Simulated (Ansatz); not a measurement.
Reaction (substitution at a C–N bond): `C/N=C(\C)BO` + `CO[Si](N)(F)F` → `CN[Si](F)(F)OC` + `CC(=N)BO`

Gas-phase electronic energies from Ansatz, PBE0-D4/def2-TZVP geometries. CCSD(T)/CBS is the MP2 limit (def2-TZVPP, def2-QZVPP) plus CCSD(T) − MP2 in def2-TZVPP, frozen cores. Functionals use def2-TZVPP. One conformer a species, not always the lowest.

```
          level  ΔE (kJ/mol)
         PBE-D4         19.0
CCSD/def2-TZVPP         14.5
```

Task: What does CCSD(T)/CBS give? (An estimate is asked.)

Result: The calculation gave: +17.8 kJ/mol. The listed levels differ from it by 1.2, -3.3 kJ/mol.

Largest T1 diagnostic among the species: 0.013.

In def2-TZVPP, CCSD(T) changes the Hartree–Fock value by +8.8 kJ/mol (the triples alone add +2.0 kJ/mol) and MP2 by +13.4 kJ/mol.
